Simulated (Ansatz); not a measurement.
Input file for Ansatz (a program for electronic structure): U-r2SCAN/cc-pV(T+d)Z on C2H6Si (SMILES C[Si]C), a point of a bond scan (R = 0.990 Å). Files ending in .json are basis or fitting sets from the Basis Set Exchange.

Ansatz 0.2 input:
```yaml
crystal:
  periodic: [false, false, false]
  atoms:
    - {symbol: Si, position_ang: [0.21503000, -0.10027787, 0.71649002]}
    - {symbol: C, position_ang: [0.53187861, 1.33369970, -0.49695968]}
    - {symbol: H, position_ang: [-0.30797987, 1.85730209, -0.52925587]}
    - {symbol: H, position_ang: [0.73055639, 1.00415396, -1.52134449]}
    - {symbol: H, position_ang: [1.32261251, 2.01106368, -0.17291591]}
    - {symbol: C, position_ang: [-0.81531610, -1.20152043, -0.44746731]}
    - {symbol: H, position_ang: [-0.09708380, -1.68306319, -1.12778542]}
    - {symbol: H, position_ang: [-1.51089903, -0.64024612, -1.07879372]}
    - {symbol: H, position_ang: [-1.35368361, -1.99657387, 0.06938554]}
basis:
  gaussian:
    orbitals: cc-pV_T+d_Z.json
hamiltonian:
  xc: {name: r2SCAN}
magnetization: {spin_polarized: true, initial_magnetization: 0}
```

Output:

```
WARN ansatz: RAYON_NUM_THREADS=1 ignored (pool sized by the plan → 1); use --threads N
Functional definition: r2SCAN
integrals: 0.08 GiB planned
986 factors; their error is unknown
mean field: 0.86 GiB planned
mean field evaluation 1: about -10033.0567 eV, gradient 5.5e1 eV
mean field evaluation 2: about -10015.7098 eV, gradient 7.3e1 eV
mean field evaluation 4: about -10046.8668 eV, gradient 2.8e0 eV
mean field evaluation 8: about -10046.8985 eV, gradient 2.1e-1 eV
mean field evaluation 16: about -10046.8986 eV, gradient 2.8e-5 eV
mean field evaluation 32: about -10046.9020 eV, gradient 1.6e-5 eV
mean field -10046.90199983 eV, -369.2168384590 hartree, gradient 1.6e-5 eV, S^2 0.097189; 3 other end points of the search recorded, 0 dependent functions left out
reference -10046.90201216 eV, -369.2168389123 hartree; 16, 16 occupied and 167, 167 virtual orbitals, 986 factors
Total energy: -10046.90201216 eV, -369.2168389123 hartree
```

The run converged.

Cost: roughly 27 core-seconds.
